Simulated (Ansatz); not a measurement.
C3H9B, singlet, geometry from GFN2-xTB. Base run: BLYP/cc-pVDZ in Ansatz (a first-principles code).

Input for Ansatz:
Ansatz 0.2 input:
```yaml
crystal:
  periodic: [false, false, false]
  atoms:
    - {symbol: B, position_ang: [0.00001088, 0.00026539, 0.00036792]}
    - {symbol: C, position_ang: [1.52623309, -0.14823315, -0.37068251]}
    - {symbol: H, position_ang: [1.83762844, -1.19171630, -0.34087316]}
    - {symbol: H, position_ang: [2.14173593, 0.36217756, 0.37015562]}
    - {symbol: H, position_ang: [1.79190592, 0.25078287, -1.34670484]}
    - {symbol: C, position_ang: [-0.55014221, -0.62227830, 1.34159877]}
    - {symbol: H, position_ang: [-1.31137926, -1.37129600, 1.12412977]}
    - {symbol: H, position_ang: [-1.04868172, 0.13436281, 1.94635953]}
    - {symbol: H, position_ang: [0.20789011, -1.09570452, 1.96090406]}
    - {symbol: C, position_ang: [-0.97606596, 0.77066511, -0.97070561]}
    - {symbol: H, position_ang: [-1.99790782, 0.85271732, -0.60827282]}
    - {symbol: H, position_ang: [-1.00999230, 0.27798673, -1.94219118]}
    - {symbol: H, position_ang: [-0.61140315, 1.77844063, -1.16661060]}
basis:
  gaussian:
    orbitals: cc-pVDZ
hamiltonian:
  xc: blyp
```

The base run was repeated with changes; each row names its change, and settings that it needs were set with it.

| change | ΔE vs base (kcal/mol) |
|---|---|
| base | 0.000 |
| point_charge = charge:0.5 position_ang:3.7872, -3.452, 1.1689 | -0.528 |
| final_grid = 10, 20, 41 | 0.000 |
| final_grid = 4, 8, 17 | -0.070 |
| fitting.mean_field = cc-pVTZ-JKFIT | -0.039 |
| nuclear_model = gaussian | 0.007 |
| lower_state_search = light | 0.000 |
| lower_state_search = off | 0.000 |
| accuracy = high | 0.001 |
| fitting.mean_field = def2-universal-JKFIT | -0.063 |
| final_grid = 6, 12, 29 | -0.002 |
